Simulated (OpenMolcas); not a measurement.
## Tm2+: moving or changing the point charges

Tm2+ among 6 point charges of -1.5 e arranged as a tetragonal octahedron (D4h), 2.78 Å from the ion, with the axial distance 2.669 Å.
```
   2.7800    0.0000    0.0000  -1.50
   0.0000    2.7800    0.0000  -1.50
  -2.7800    0.0000    0.0000  -1.50
   0.0000   -2.7800    0.0000  -1.50
   0.0000    0.0000    2.6688  -1.50
   0.0000    0.0000   -2.6688  -1.50
```

```yaml
Program: OpenMolcas 26.06
Method: "SS-CASPT2, IPEA 0.25 Eh, imaginary shift 0.1 Eh (closed shells correlated: 5s 5p)"
Basis: ANO-RCC-VDZP [7s6p4d2f1g]
Scalar_Hamiltonian: DKH2, point nucleus
Active_space: 13 electrons in 7 orbitals (4f)
State_averaging: 2S+1 = 2 odd, 7 roots
Spin-orbit_coupling: RASSI with atomic mean-field integrals over the reference wave functions
```

Runs around this geometry, states (labels of D4, the rotations of D4h). Energies in cm-1 above the lowest state or level, χT in cm3 K/mol.

| R (Å) | q (e) | Ground state | First state of that spin | First gap with spin-orbit (degeneracies) | Width of lowest J | χT at 300 K |
| --- | --- | --- | --- | --- | --- | --- |
| 2.78 | -0.75 | 2E | 2A2 1 | 75 (2, 2) | 246 | 2.541 |
| 2.78 | -1.5 | 2A2 | 2E 55 | 140 (2, 2) | 411 | 2.491 |
| 2.89 | -1.5 | 2A2 | 2E 41 | 120 (2, 2) | 359 | 2.509 |
| 3.24 | -1.5 | 2A2 | 2E 0 | 74 (2, 2) | 251 | 2.542 |

Taking the width of the lowest J multiplet as R^-n, n = -ln(251 / 411) / ln(3.24 / 2.78) = 3.2 between the shortest and longest distance.

Scaling the charges by -0.75 / -1.5 = 0.50 scales the width of the lowest J multiplet by 246 / 411 = 0.60; with fixed orbitals a first-order splitting would follow the charge.

The ground state changes within this set.

Point charges carry no covalency, so the field is a model and not that of real ligands. No measured value stands beside these numbers.
